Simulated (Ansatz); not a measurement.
Ansatz (a first-principles code) input:

Ansatz 0.2 input:
```yaml
crystal:
  periodic: [false, false, false]
  atoms:
    - {symbol: Hf, position_ang: [-0.11430545, -0.02686156, -0.14475332]}
    - {symbol: O, position_ang: [1.66753911, 0.35492899, -0.30264684]}
    - {symbol: O, position_ang: [-0.63879008, -0.11317493, 1.60542674]}
basis:
  gaussian:
    orbitals: def2-TZVP
hamiltonian:
  xc: b3lyp
  dispersion: d3bj
total_charge: -1
magnetization: {spin_polarized: true, initial_magnetization: 1}
phonons: {temperatures: {t_min: 298.15, t_max: 298.15, t_step: 100}}
```

Q: What final total energy does it print?

A: -198.64655 Eh (B3LYP-D3(BJ)/def2-TZVP). The basis has 102 functions.

The spin state was set by rule; other spins were not relaxed.
